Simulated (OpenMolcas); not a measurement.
Mn3+ (d4) in a complex was computed by SS-CASPT2, IPEA 0.25 Eh, imaginary shift 0.1 Eh with the d shell active (OpenMolcas, ANO-RCC-VTZP on the metal). Its lowest spin-free states, and all those of the highest spin:

```
2S+1  Degeneracy  E (cm-1)
   5           1         0
   3           2     15390
   3           1     15470
   3           1     16250
   3           1     18060
   3           2     19600
   3           1     19940
   1           1     20770
   3           1     20820
   1           2     20840
   3           2     20850
   5           1     20870
   5           2     24210
   5           1     27130
```

Question: Is the site octahedral, tetrahedral or cube-like, axial, or of lower symmetry?

Answer: The states with 2S+1 = 5 have orbital degeneracies 1, 1, 2, 1. There are pairs but no triples, so the site is axial: not cubic, but with a proper or improper axis of order three or more. The run had Mn3+ with 4 ligands (chloride) in square-planar coordination (D4h) at 2.27 Å. A charge of +0.25 e stands 2.4 Å behind each ligand. Ligand basis ANO-RCC-VDZP.

Over all roots computed the reference weight is 0.68 to 0.73; a low but even weight reflects the number of correlated electrons. The least metal-like active orbital is 83 % on the metal (Löwdin) and no ligand orbital is active, so the numbers are rough. Ligand-to-metal charge-transfer states are missing. With no ligand orbital active B as a rule stays too high, so bands that hang on it stand too high and its fall with covalency is understated. No measured value stands beside these numbers; the geometry is a model, was not optimised and need not be the one that this ion takes.
